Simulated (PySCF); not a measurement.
H$_{3}$NSZn (SMILES [NH2][Zn][SH]), singlet, geometry from GFN2-xTB (such geometries of metal compounds can be far from the true shape). Base run: PySCF with PBE/def2-SVP, polarisability.

The PySCF input:
```python
from pyscf import gto, scf, dft
from pyscf.prop import polarizability

mol = gto.M(
    atom='''
Zn   -0.14342100    0.08704527   -0.39540710
N    -0.17542250    1.67194577   -1.34182713
H    -1.08555098    2.05340967   -1.56452657
H     0.35542999    1.70548826   -2.20225498
S     0.39242541   -0.99210269    1.49202678
H    -0.01809800   -2.20023359    1.14935591
''',
    basis='def2-svp',
    verbose=4,
)

mf = dft.RKS(mol)
mf.xc = 'pbe'
mf.kernel()
alpha = mf.Polarizability().polarizability()[2, 2]
print('alpha_zz =', alpha)
```

Variants of this job, named by their change:

| change | alpha_zz (bohr³) | basis functions | core-seconds (rough) |
|---|---|---|---|
| base | 50.73 | 78 | 10 |
| finite field (a.u.) = 2e-4; conv_tol = 1e-6 | 48.72 | 78 | 10 |
| functional = camb3lyp | 46.81 | 78 | 40 |
| basis = 6-31G | 57.26 | 55 | 9 |
| finite field (a.u.) = 0.005; conv_tol = 1e-11 | 50.75 | 78 | 20 |
| functional = hf | 41.20 | 78 | 3 |
| basis = aug-cc-pVDZ | 70.85 | 136 | 30 |
| finite field (a.u.) = 0.001; conv_tol = 1e-6 | 50.69 | 78 | 10 |
| finite field (a.u.) = 0.001; conv_tol = 1e-11 | 50.73 | 78 | 20 |
| basis = cc-pVDZ | 58.54 | 90 | 20 |
| functional = lda,vwn | 50.89 | 78 | 9 |
| finite field (a.u.) = 0.05; conv_tol = 1e-11 | 52.38 | 78 | 20 |

Finite-field rows take the second difference of the energy in a field along z; a small field with loose convergence shows SCF noise divided by the square of the field, and a large one adds hyperpolarisability.
